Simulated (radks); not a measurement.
Results of a calculation; reference values are marked as such.
Species: Ho. Configuration: [Xe] 4f11 6s1 6d1 (not the ground configuration).

Code: a radial shooting solver on a logarithmic mesh with Libxc functionals. Model: non-relativistic Kohn-Sham, r2SCAN, spin-unpolarised, spherical densities, point nucleus; meta-GGA in the generalised Kohn-Sham scheme; relativity is left out, which matters for an element this heavy.

Energy parts (eV):
part                      energy
total                 -328411.27
kinetic                328316.21
electron-nucleus      -780563.42
Hartree                130893.31
exchange-correlation    -7057.37

Orbitals (lengths in bohr, moments of r in powers of bohr; r(90%) holds 90 % of the orbital's charge):
orbital  occ.  eigenvalue (eV)  r(90%)
1s          2        -51874.69  0.0402
2s          2        -8362.015   0.147
2p          6        -7970.570   0.132
3s          2        -1864.319   0.360
3p          6        -1687.863   0.352
3d         10        -1359.983   0.324
4s          2        -365.5999   0.797
4p          6        -294.5341   0.824
4d         10        -167.4080   0.898
5s          2         -48.0573    2.00
5p          6         -29.4097    2.30
4f         11         -10.7477    1.39
6s          1          -5.6454    6.00
6d          1          -0.6470    17.2

The highest occupied level is 6d at -0.647 eV. Virial ratio -V/T = 2.00029. The density falls to 0.001 e/bohr^3 at r = 4.55 bohr. The electron density at the nucleus is 2.145e+05 e/bohr^3.
